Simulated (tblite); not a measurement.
BCl₂H₇Si₄.
Numbering: `[Cl:1][B:2]([Cl:3])[SiH:4]1[SiH2:5][SiH2:6][SiH2:7]1` (hydrogens: H8 on Si4; H9, H10 on Si5; H11, H12 on Si6; H13, H14 on Si7)

Computed with GFN2-xTB (tblite), gas phase: L-BFGS steps from a force-field or distance-geometry start until the largest atomic force falls under 0.01 eV/Å.

The end geometry, which sets the zero of energy:
```
atom  x, y, z in Å
Cl1    -4.2309    0.1385   -0.1704
B2     -2.5662    0.5772   -0.0252
Cl3    -2.2353    2.2636    0.2665
Si4    -1.0676   -0.6567   -0.1631
Si5     0.6445    0.0241   -1.6675
Si6     2.1608    0.2442    0.1248
Si7     0.5013   -0.5152    1.6190
H8     -1.5376   -2.0325   -0.4087
H9      0.3632    1.2367   -2.4458
H10     0.9886   -0.9557   -2.7045
H11     3.4038   -0.5363    0.0520
H12     2.6653    1.6024    0.3693
H13     0.7711   -1.7795    2.3143
H14     0.1383    0.3887    2.7176
```

Problem. These geometries come from the run, each turned onto the end geometry. Order them by energy, lowest first.
A.
```
atom  x, y, z in Å
Cl1    -4.0753    0.0938   -0.1701
B2     -2.4560    0.6244   -0.0187
Cl3    -2.0464    2.2915    0.2834
Si4    -1.0512   -0.6847   -0.1690
Si5     0.6279    0.0308   -1.6488
Si6     2.1062    0.2534    0.1236
Si7     0.4851   -0.5058    1.5985
H8     -1.3988   -2.0793   -0.4092
H9      0.2749    1.3131   -2.2210
H10     1.0181   -1.0310   -2.5497
H11     3.2037   -0.6849    0.0147
H12     2.4275    1.6448    0.3689
H13     0.8136   -1.7994    2.1552
H14     0.0701    0.5329    2.5204
```
B.
```
atom  x, y, z in Å
Cl1    -4.1368    0.0414   -0.1806
B2     -2.4024    0.6056   -0.0225
Cl3    -2.0112    2.3748    0.2998
Si4    -0.9555   -0.6771   -0.1713
Si5     0.6128    0.0179   -1.5771
Si6     2.0388    0.2349    0.1153
Si7     0.4804   -0.4916    1.5317
H8     -1.3802   -2.0633   -0.4051
H9      0.2747    1.3118   -2.1874
H10     1.0201   -1.0372   -2.5173
H11     3.1722   -0.6991    0.0111
H12     2.3937    1.6378    0.3665
H13     0.8198   -1.7992    2.1260
H14     0.0728    0.5426    2.4892
```
C.
```
atom  x, y, z in Å
Cl1    -4.2161    0.1808   -0.1626
B2     -2.5364    0.5650   -0.0269
Cl3    -2.1431    2.2399    0.2684
Si4    -1.0631   -0.6986   -0.1707
Si5     0.6358    0.0204   -1.6733
Si6     2.1421    0.2521    0.1256
Si7     0.4919   -0.5208    1.6227
H8     -1.5382   -2.0711   -0.4159
H9      0.3141    1.2425   -2.4245
H10     1.0017   -0.9303   -2.7321
H11     3.3851   -0.5269    0.0514
H12     2.6527    1.6071    0.3706
H13     0.7806   -1.7633    2.3515
H14     0.0923    0.4027    2.6942
```
D.
```
atom  x, y, z in Å
Cl1    -4.2157    0.2312   -0.1561
B2     -2.5158    0.5396   -0.0242
Cl3    -2.1299    2.2267    0.2653
Si4    -1.0363   -0.7349   -0.1745
Si5     0.6339    0.0327   -1.6812
Si6     2.1516    0.2645    0.1289
Si7     0.4899   -0.5118    1.6325
H8     -1.5178   -2.1034   -0.4204
H9      0.2991    1.2635   -2.4096
H10     0.9920   -0.9418   -2.7163
H11     3.3685   -0.5583    0.0439
H12     2.6318    1.6317    0.3753
H13     0.7709   -1.7685    2.3316
H14     0.0770    0.4282    2.6828
```
E.
```
atom  x, y, z in Å
Cl1    -4.2184    0.2110   -0.1586
B2     -2.5324    0.5499   -0.0265
Cl3    -2.1128    2.2191    0.2657
Si4    -1.0614   -0.7153   -0.1721
Si5     0.6386    0.0280   -1.6666
Si6     2.1406    0.2613    0.1266
Si7     0.4960   -0.5117    1.6189
H8     -1.5222   -2.0961   -0.4195
H9      0.3060    1.2436   -2.4203
H10     0.9902   -0.9232   -2.7272
H11     3.3727   -0.5331    0.0486
H12     2.6508    1.6152    0.3733
H13     0.7686   -1.7560    2.3480
H14     0.0831    0.4068    2.6878
```

Solution. C (0.002 eV), E (0.005 eV), D (0.025 eV), A (0.381 eV), B (0.966 eV).

In the order of the answer:

| step | E above end (eV) | largest force (eV/Å) | rms force component (eV/Å) | rms distance from end (Å) | rms bond change (Å) | bond most changed (Å) |
| --- | --- | --- | --- | --- | --- | --- |
| 25 | 0.002 | 0.03 | 0.014 | 0.043 | 0.001 | B2–Cl3 +0.002 |
| 14 | 0.005 | 0.10 | 0.029 | 0.057 | 0.003 | Si6–Si7 -0.007 |
| 10 | 0.025 | 0.35 | 0.098 | 0.064 | 0.007 | Si5–Si6 +0.016 |
| 3 | 0.381 | 0.59 | 0.252 | 0.172 | 0.024 | Si5–Si6 -0.039 |
| 0 | 0.966 | 2.96 | 0.933 | 0.203 | 0.085 | Si4–Si5 -0.161 |

What follows is the cost of the whole relaxation. Hardware: one thread, Intel Xeon 6975P-C (x86_64), on a shared host. Cost: 0.57 s wall.
